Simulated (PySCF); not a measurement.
Compound: C2H2N3Si (doublet state).
SMILES with atom numbers: `[N:1]#[C:2][Si:3]([NH2:4])[C:5]#[N:6]` (hydrogens: H7, H8 on N4)

Geometry (PBE0-D3(BJ)/def2-SVP, Å), atoms numbered from 1 in this order:
```
atom  x, y, z in Å
N1    -1.8093    2.3493   -0.0526
C2    -1.0605    1.4802    0.1282
Si3    0.0653    0.1002    0.6087
N4    -0.4798   -1.3445   -0.1346
C5     1.7618    0.4860   -0.0048
N6     2.8715    0.6958   -0.2752
H7    -1.4627   -1.5973   -0.1119
H8     0.1231   -2.1598   -0.1827
```

The hyperfine couplings belong to this conformer and change with its torsions.

Computed, not measured: UKS B3LYP, IGLO-III on C N Si, pcH-1 on H, non-relativistic, mean-field spin-orbit, GIAO (PySCF 2.14.0). One conformer (not necessarily the lowest) at the PBE0-D3(BJ)/def2-SVP geometry, without solvent, vibrations or thermal averaging. The SCF solution wasn't tested for stability.

Task: The isotropic 14N couplings, averaged over equivalent nuclei, are +9.6, +2.4 MHz. Assign them to N1/N6; N4.

Result: 
```tsv
site	a_iso (MHz)	ρ(0) (bohr⁻³)	position	distance from Si3 (Å)	spin population	largest |T| (MHz)
N1/N6	+2.4	+0.0074	2 bonds from Si3	3.00	+0.08	7.3
N4	+9.6	+0.0297	1 bond from Si3	1.71	+0.16	19.5
```

ρ(0) is the spin density at the nucleus and T the dipolar tensor; a_iso includes a spin–orbit part; entries for several nuclei are means. The largest Mulliken spin populations are on Si3 (+0.75), N4 (+0.16), N1 (+0.08) and N6 (+0.08). The angles at Si3 add up to 326.4°, so it is pyramidal.

Class means assume fast exchange of nuclei equivalent by connectivity; if that motion is slow, each nucleus keeps its own coupling.

On an Arm Neoverse N1 with one thread, no GPU (shared host), this took 80 s wall.
